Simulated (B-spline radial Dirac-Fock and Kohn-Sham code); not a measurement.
# Cu 3d3/2: cross section and angular parameters

System: the free copper atom, 1s2 2s2 2p6 3s2 3p6 3d10 4s1; threshold 9.18 eV (orbital energy of the model). The computed values come from an atomic code on a B-spline grid: Dirac-Hartree-Slater photoionisation with a Latter tail; cross sections with all multipoles, angular parameters from the dipole term and its interference with E2.

```tsv
hν (eV)	σ (kb)	β	γ	δ
53.4	4070	0.255	0.001	0.012
54.8	4060	0.271	0.001	0.012
60	4010	0.330	0.003	0.013
67.2	3870	0.404	0.005	0.013
88.9	3240	0.581	0.010	0.015
89.1	3230	0.582	0.010	0.015
91.5	3160	0.598	0.011	0.016
200	1070	1.023	0.047	0.023
212	949	1.047	0.052	0.024
236	759	1.088	0.062	0.026
252	658	1.111	0.069	0.027
261	608	1.122	0.074	0.027
300	438	1.162	0.093	0.029
374	250	1.205	0.132	0.034
400	208	1.213	0.146	0.035
438	162	1.220	0.167	0.037
800	26.4	1.170	0.351	0.057
896	?	?	?	?
930	16.2	1.133	0.405	0.065
944	15.4	1.129	0.410	0.066
1253.6	5.89	1.040	0.514	0.084
1700	2.01	0.928	0.623	0.110
1810	1.60	0.903	0.644	0.117
1970	1.17	0.871	0.673	0.127
2000	1.11	0.865	0.678	0.128
3720	0.104	0.636	0.872	0.226
4620	0.0436	0.563	0.934	0.273
5160	0.0278	0.527	0.964	0.300
10600	0.00132	0.321	1.058	0.531
12000	0.000767	0.294	1.060	0.581
```

Q: Give the values at 896 eV.

A: σ = 18.3 kb, β = 1.143, γ = 0.392, δ = 0.063.
